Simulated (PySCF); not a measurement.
Level of theory: M06-2X/def2-TZVP // B3LYP-D3(BJ)/def2-TZVP (PySCF). Isolated molecules, 0 K electronic values unless said otherwise. One relaxed conformer stands for a flexible species; it need not be the lowest. Delta-SCF ions had no search for a lower state. 

Reference species (SMILES): `C#COC=O` (neutral, multiplicity 1).

```json
{
  "vertical ionisation energy (Delta-SCF)": "10.55 eV",
  "HOMO": "-9.20 eV"
}
```

Changed species: `O=C1[C@@H]2[C@H]1O2`.

Problem. Give the shifts of the vertical ionisation energy (Delta-SCF) and HOMO.

Solution. the vertical ionisation energy (Delta-SCF) falls by 0.39 eV, to 10.16 eV; the HOMO rises by 0.31 eV, to -8.89 eV.
